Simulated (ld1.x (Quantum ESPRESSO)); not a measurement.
# What the settings do to the TM potential of S

Base potential:

```json
{
  "Element": "sulfur (S)",
  "Generator": "ld1.x (Quantum ESPRESSO) 7.5",
  "Type": "norm-conserving Troullier–Martins (Kleinman–Bylander form)",
  "Functional": "LDA (PZ)",
  "Relativity": "non-relativistic",
  "Frozen core": "[Ne]",
  "Valence charge": "6",
  "Reference configuration": "3s1.5 3p4.5",
  "Partial waves": "3p (bound): rc 1.50 bohr; 3s (bound): rc 1.00 bohr",
  "Local potential": "the s channel",
  "Core correction": "none"
}
```

All-electron outer shells of the reference configuration (LDA (PZ), non-relativistic, ld1.x):

```
shell  level (eV)  outermost node (bohr)  outermost maximum (bohr)
   2p     -157.18                      –                      0.33
   3s      -17.51                   0.60                      1.40
   3p       -7.40                   0.58                      1.59
```

Cutoffs, loose and tight: the cutoffs (Ry, on a coarse ladder) from which the occupation-weighted sum of valence levels, in a spherical-Bessel basis at the reference potential, stays within 10 and 1 mRy of its value at 400 Ry. They do not see the model core or the augmentation charge, which bear on the density cutoff. Test errors are all-electron minus pseudo excitation energies from the reference, over the configurations 3s2 3p4; 3s2 3p3; 3s2 3p2; 3s2 3p0; 3s1 3p4; 3s2 3p4.3; 3s2 3p3.5 (two spin-polarised tests are not counted in the largest error). A dash means not determined; rows that change the core or the reference have their own tests.

| change | outcome | cutoff, loose | cutoff, tight | bound ghosts | largest test error (meV) |
| --- | --- | --- | --- | --- | --- |
| base | generated | 80 Ry | 230 Ry | none | +538 |
| core correction a·sin(br)/r model core inside 0.40 bohr | generated | 80 Ry | 230 Ry | none | +294 |
| core correction a·sin(br)/r model core inside 0.52 bohr | generated | 80 Ry | 230 Ry | none | +295 |
| core correction a·sin(br)/r model core inside 0.60 bohr | generated | 80 Ry | 230 Ry | none | +296 |
| core correction a·sin(br)/r model core inside 0.70 bohr | generated | 80 Ry | 230 Ry | none | +298 |
| core correction a·sin(br)/r model core inside 0.82 bohr | generated | 80 Ry | 230 Ry | none | +303 |
| core correction a·sin(br)/r model core inside 0.88 bohr | generated | 80 Ry | 230 Ry | none | +309 |
| core correction a·sin(br)/r model core inside 1.00 bohr | generated | 80 Ry | 230 Ry | none | +330 |
| core correction a·sin(br)/r model core inside 1.10 bohr | generated | 80 Ry | 230 Ry | none | +361 |

Q: What comes out with this change to the base: core correction a·sin(br)/r model core inside 1.20 bohr?

A: outcome: generated; cutoff, loose: 80 Ry; cutoff, tight: 230 Ry; bound ghosts: none; largest test error (meV): +398.
